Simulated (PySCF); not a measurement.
Structure problem from calculated spectra and properties.

Formula: C2MgN2.

| Item | Value |
| --- | --- |
| NMR, other nuclei | isotropic shieldings of nuclei other than C and H, by class: -94 (2 N), 526 (1 Mg) ppm [GIAO KT2/pcSseg-1] |
| XPS | C1s 291.6 (×2), N1s 405.5 (×2), Mg1s 1313.9 eV [ΔSCF SCAN, pcX-2 on the ionised atom, pcseg-1 elsewhere, spin-free X2C] |
| UV, first state | lowest singlet excitation: 6.15 eV (202 nm, f = 0.000) [TDDFT B3LYP/def2-SVPD] |
| Dipole | 0.19 D [B3LYP/def2-SVPD] |
| Polarisability | 47.0 au [B3LYP/def2-SVPD] |
| 13C NMR | chemical shifts (computed TMS as zero) by class: 107.2 (2 C) ppm [GIAO KT2/pcSseg-1] |
| Rotational structure | rotational constants A, B, C: 19958.054, 1.313, 1.313 GHz [PBE0-D3(BJ)/def2-SVP] |
| Triplet | lowest triplet excitation (Tamm–Dancoff): 5.38 eV [TDA B3LYP/def2-SVPD] |

Gas-phase values; electronic properties from PySCF, density fitting. Levels stand in brackets. Isolated species at its PBE0-D3(BJ)/def2-SVP geometry, gas phase. Each NMR value is the plain mean over a class of atoms that symmetry, rotation or inversion makes alike.

Q: Give a SMILES that accounts for the data.

A: 2 carbons fall into 1 class: carbon bonded to Mg and N (107.2 ppm, 2 C). The other shieldings belong to: -94 ppm, nitrogen bonded to C; 526 ppm, magnesium bonded to 2 C. The core levels belong to: C1s 291.6 eV, carbon bonded to Mg and N; N1s 405.5 eV, nitrogen bonded to C; Mg1s 1313.9 eV, magnesium bonded to 2 C. The hole state at 291.6 eV has ⟨S²⟩ = 0.83 against 0.75, so that value is less sure. The hole state at 405.5 eV has ⟨S²⟩ = 0.83 against 0.75, so that value is less sure. By its constants the optimised geometry is a nearly prolate symmetric top. Structure: `[C]([Mg][C]#N)#N` (Mg(CN)2). The assignments are read from this structure; whether some other isomer fits the data as well wasn't checked.
